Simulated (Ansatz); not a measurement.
Total energies of Si₃₁H₃₆, a nanocrystal cut from cubic silicon from Ansatz at PBE0-D4/def2-SVP, gas phase (1 Eh = 27.2114 eV = 2625.5 kJ/mol). The reference geometry is relaxed at PBE-D4/def2-SVP.

Cartesian coordinates in Å:
```
Si -3.676 0.772 2.870
Si -4.244 -2.000 -0.320
Si -0.247 0.927 4.379
Si 2.667 -1.217 3.126
Si -1.225 -3.937 -1.514
Si 2.165 -3.616 0.167
Si -0.787 -1.479 1.422
Si -2.180 1.330 -0.706
Si 1.322 1.673 0.957
Si 0.803 -0.706 -1.988
Si -1.572 3.832 2.140
Si -2.707 -1.149 -3.629
Si -0.390 2.421 -4.076
Si 4.279 -0.464 -0.299
Si 3.006 2.441 -2.414
Si -1.774 -0.537 3.340
Si -2.247 -3.014 0.399
Si -3.132 2.337 1.196
Si -3.677 -0.185 -1.709
Si 1.143 -2.663 2.065
Si 1.689 -0.243 5.033
Si 0.323 2.631 2.857
Si 3.245 0.475 1.596
Si 0.703 -5.128 -0.884
Si -0.690 -2.203 -3.019
Si 2.729 -1.896 -1.340
Si -0.204 0.224 -0.086
Si -1.799 3.037 -2.283
Si 2.077 3.385 -0.468
Si 1.415 1.041 -3.442
Si 4.924 1.220 -1.808
H -4.039 1.525 4.128
H -4.864 -0.065 2.474
H -5.020 -2.999 -1.144
H -5.112 -1.574 0.836
H -0.918 1.540 5.587
H 3.907 -1.993 3.505
H -2.219 -4.861 -2.183
H 3.436 -4.315 0.596
H -2.209 4.544 3.309
H -1.153 4.870 1.129
H -3.650 -2.193 -4.177
H -2.480 -0.116 -4.704
H -1.214 1.746 -5.141
H 0.188 3.681 -4.676
H 5.475 -1.278 0.140
H 3.375 3.538 -3.387
H -2.127 -1.651 4.299
H -2.539 -4.120 1.388
H -4.372 3.095 0.779
H -4.922 0.578 -2.102
H 0.727 -3.759 3.019
H 1.320 -1.313 6.032
H 2.669 0.699 5.688
H 1.320 3.567 3.500
H 4.189 1.454 2.257
H 0.329 -6.246 0.059
H 1.368 -5.731 -2.097
H -0.018 -2.792 -4.238
H 3.349 -2.500 -2.580
H -1.216 4.240 -1.587
H -3.139 3.444 -2.846
H 0.965 4.342 -0.814
H 3.139 4.155 0.278
H 2.030 0.440 -4.685
H 5.938 2.138 -1.170
H 5.549 0.601 -3.033
```

| state | geometry | energy (Eh) |
| --- | --- | --- |
| charge 0 singlet | reference | -8990.08135 |
| charge 1 doublet | reference | -8989.78594 |
| charge -1 doublet | reference | -8990.11669 |
| free Si atom (triplet) | – | -289.15194 |
| free H atom (doublet) | – | -0.50029 |

Single mean-field runs in def2-SVP are fitted with def2-universal-jkfit.

(1) Work out the vertical ionisation energy to the doublet.

(2) Work out the vertical electron affinity, to the doublet.

(3) Give the fundamental gap IE − EA, the Mulliken electronegativity (IE + EA)/2 and the hardness (IE − EA)/2.

(4) What is the binding energy per atom against free atoms?

(1) E(charge 1 doublet) − E(charge 0 singlet) = -8989.78594 − (-8990.08135) = 0.29541 Eh = 8.04 eV. For comparison, −ε of the highest occupied level is 7.08 eV at this level, 0.96 eV less.

(2) E(charge 0 singlet) − E(charge -1 doublet) = -8990.08135 − (-8990.11669) = 0.03534 Eh = 0.96 eV. The basis lacks diffuse functions, which makes affinities too small.

(3) From the values in Eh: IE − EA = 0.29541 − 0.03534 = 0.26007 Eh = 7.08 eV; (IE + EA)/2 = 4.50 eV; (IE − EA)/2 = 3.54 eV. The HOMO–LUMO gap of the same run is 5.35 eV, 1.73 eV smaller than the fundamental gap.

(4) Atoms: 31 × (-289.15194) + 36 × (-0.50029) = -8981.72058 Eh. Binding: -8981.72058 − (-8990.08135) = 8.36077 Eh = 227.51 eV, or 3.40 eV for each of 67 atoms (no zero-point energy, no counterpoise term).
